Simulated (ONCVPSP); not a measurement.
## Pseudopotential generation for cerium: ONCV, PBE, scalar-relativistic.

ONCVPSP 4.0.1 input, shortened (lines: element, Z, core and valence counts, functional; n l f; lmax; l rc ep ncon nbas qcut; lloc lpopt rc5 dvloc0; l nproj debl; icmod fcfact rcfact), PBE, scalar-relativistic:

```
  Ce 58.00   10    4        4      upf
    1    0    2.00
    2    0    2.00
    2    1    6.00
    3    0    2.00
    3    1    6.00
    3    2   10.00
    4    0    2.00
    4    1    6.00
    4    2   10.00
    5    0    2.00
    4    3    1.00
    5    1    6.00
    5    2    1.00
    6    0    1.50
    3
    0    3.35    0.00    3    7    1.80
    1    1.95    0.00    4    7    3.30
    2    4.00    0.00    4    9    3.20
    3    1.05    0.00    4    8   19.10
    4    5    0.85    4.00
    0    2    3.00
    1    1    3.40
    2    3    0.90
    3    2    3.50
    3    6.00    1.70
```

All-electron outer shells of the reference configuration (PBE, scalar-relativistic, ld1.x):

```
shell  level (eV)  outermost node (bohr)  outermost maximum (bohr)
   5s      -43.41                   0.75                      1.37
   5p      -26.04                   0.81                      1.55
   4f       -8.20                      –                      0.71
   6s       -6.05                   1.81                      3.63
   5d       -5.70                   0.92                      2.15
```

Calculated quality:

```json
{
 "Cutoffs needed": "127 Ha and 143 Ha (the cutoffs (Ha) at which the residual kinetic energy of the hardest occupied pseudo-wave falls to 1 and 0.1 mHa per electron)",
 "Ghost test": "ghosts flagged at negative energy: s at -331.7 eV, s at -15.0 eV, p at -128.6 eV; GHOST(+) flagged for d at 11.3 eV, s at 95.0 eV; a true bound ghost makes a file unfit for plane-wave use",
 "Configuration tests": "1 of 4 tests not solved or not reliable",
 "rms error of d²Exc/dni dnj": "23.17 mHa without and 5.92 mHa with the model core"
}
```

Generation and tests took about 6.2 s on one core of a shared server CPU.
